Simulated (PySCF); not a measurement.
These 2 structures share the formula CH3F3Ge. Method used: PBE0-D3(BJ)/def2-SVP geometry optimisation, gas phase in PySCF 2.14.0. Energies are electronic, without zero-point or thermal terms, for one conformer each. No frequencies were run at this level. Point groups hold within 0.08 Å.

**Question.** Order them by energy at this level, lowest first, and give relative energies in kJ/mol.
A. GeMeF3, `[CH3][Ge]([F])([F])[F]`
B. trifluoromethylgermane, `F[C](F)(F)[GeH3]`

**Answer.** A (0.0), B (337.8).

```csv
SMILES,E (Eh),E rel (kJ/mol),dipole (D),point group,"A, B, C (MHz)"
[CH3][Ge]([F])([F])[F],-2415.45275,0.0,3.69,C3v,"3477, 3207, 3199"
F[C](F)(F)[GeH3],-2415.32409,337.8,1.94,C3v,"5326, 1918, 1918"
```

**Question.** How do the relative energies change in single points at CAM-B3LYP/def2-SVPD (no added dispersion term) on the same geometries?

**Answer.** 
```csv
SMILES,PBE0-D3(BJ)/def2-SVP (kJ/mol),CAM-B3LYP/def2-SVPD (kJ/mol),shift
[CH3][Ge]([F])([F])[F],0.0,0.0,0.0
F[C](F)(F)[GeH3],337.8,362.4,+24.6
```

Each column counts from its own lowest isomer. The order is unchanged; the largest shift is 24.6 kJ/mol.
